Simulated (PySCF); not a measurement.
Where the electron goes

Phosphorus tribromide, PBr3.
SMILES with atom numbers: `[Br:1][P:2]([Br:3])[Br:4]`

Cartesian coordinates in Å at the PBE0-D3(BJ)/def2-SVP level; atoms count from 1:
```
atom  x, y, z in Å
Br1    1.5052    0.7261   -1.1268
P2     0.4179   -0.2037    0.5882
Br3   -1.2017    1.2966    0.9460
Br4   -0.7080   -1.8367   -0.4415
```

Theory: TDDFT CAM-B3LYP/def2-SVPD, vertical, gas phase, core orbitals frozen in the response (PySCF 2.14.0, density-fitted response routines). The CAM-B3LYP/def2-SVPD calculation is non-relativistic and has no spin–orbit coupling, an omission that weighs most on bromine.

Kohn–Sham orbitals with the atoms that hold most of them (Löwdin shares over 4%, at most four atoms; ? is withheld):

| orbital | ε (eV) | atoms |
| --- | --- | --- |
| LUMO+2 | -0.84 | P2 48%, Br4 25%, Br1 16%, Br3 10% |
| LUMO+1 | -0.84 | P2 48%, Br3 24%, Br1 18%, Br4 9% |
| LUMO | -1.40 | ? |
| HOMO | -9.21 | ? |
| HOMO-1 | -9.84 | Br1 34%, Br3 33%, Br4 33% |
| HOMO-2 | -10.10 | Br1 46%, Br3 38%, Br4 14% |
| HOMO-3 | -10.10 | Br4 51%, Br3 28%, Br1 18% |

Q: Give the leading atoms of the HOMO.

A: P2 (bonded to 3 Br) 35%; Br3 (bonded to P) 22%; Br4 (bonded to P) 22%; Br1 (bonded to P) 21%. By element: bromine 64%, phosphorus 35%.

Q: Give the leading atoms of the LUMO.

A: P2 (bonded to 3 Br) 34%; Br3 (bonded to P) 22%; Br4 (bonded to P) 22%; Br1 (bonded to P) 22%. By element: bromine 66%, phosphorus 34%.

Within 0.005 eV of a neighbour in this list lie HOMO-3/HOMO-2 and LUMO+1/LUMO+2 (point group found: C3v); within a degenerate set the shares of single atoms can hang on how the components are chosen.

Q: The HOMO–LUMO gap is 7.81 eV. Where does the response calculation put the lowest singlet, and from which orbitals?

A: S1 is at 4.40 eV (f = 0.015), 3.41 eV below the gap, made of HOMO→LUMO (98%). 

Q: Give energy, strength and leading configuration of S1 and S2, and follow the Löwdin shares of the leading atoms from the occupied to the empty orbital.

A: 
- S1 (4.40 eV, f 0.015), HOMO→LUMO (98%): P2 35% → 34%, Br3 22% → 22%
- S2 (4.94 eV, f 0.0000), HOMO-1→LUMO (93%): Br1 34% → 22%, Br3 33% → 22%, P2 at most 1% → 34%

Orbitals of the list HOMO-3 to LUMO+2 that lie within 0.01 eV of each other are written together with a slash and their weights summed (≥ marks a lower bound); for degenerate orbitals outside that list single weights are arbitrary.
